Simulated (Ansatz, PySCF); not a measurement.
Gas-phase reaction (SMILES): [F][Ge]([F])([F])[I] [trifluoro(iodo)germane] + 4 [H][H] (H2) -> 3 F (HF) + [GeH4] (GeH4) + I (HI); energy of full hydrogenation.

Each molecule is optimised on its own at B3LYP-D3(BJ)/def2-TZVP (Ansatz, an electronic-structure program). Correlated levels leave the core frozen unless marked. Spin-orbit coupling is left out. The frozen core is the preceding noble-gas configuration, with the filled d and f shells of earlier blocks. Past Kr the def2 sets carry scalar-relativistic core potentials. CBS marks a two-point X^-3 extrapolation of the correlation energy; Hartree-Fock from the larger set. Thermal terms are rigid-rotor harmonic-oscillator values from B3LYP-D3(BJ) frequencies (Ansatz or PySCF) at 298.15 K and 1 atm. 1 Eh = 627.5095 kcal/mol.

| species | E, CCSD(T)/CBS(def2-TZVPPD,def2-QZVPPD) (Ansatz) (Eh) | E, r2SCAN-D4/def2-TZVPD (Ansatz + dftd4) (Eh) | H - E (Eh) |
|---|---|---|---|
| [F][Ge]([F])([F])[I] | -2671.91697 | -2674.53291 | 0.01526 |
| [H][H] (H2) | -1.17452 | -1.17100 | 0.01336 |
| F (HF) | -100.39266 | -100.44728 | 0.01259 |
| [GeH4] (GeH4) | -2077.90489 | -2079.37415 | 0.03354 |
| I (HI) | -297.45390 | -298.42066 | 0.00854 |

Task: Work out ΔE and ΔH at 298.15 K at the first level, then ΔH at the second.

Result: 
1. ΔE = [3×(-100.39266) + (-2077.90489) + (-297.45390)] - [(-2671.91697) + 4×(-1.17452)] = 0.07828 Eh = 49.1 kcal/mol at CCSD(T)/CBS(def2-TZVPPD,def2-QZVPPD).
2. The terms H - E add up to 0.01115 Eh, so ΔH = (0.07828 + (0.01115))×627.5095 = 56.1 kcal/mol.
3. At r2SCAN-D4/def2-TZVPD the same steps give ΔE = 50.4 and ΔH = 57.4 kcal/mol, a shift of +1.3 from the first level.
4. These values are not checked against measurement here, since the tables used lack a sound gas-phase enthalpy of formation for at least one species.
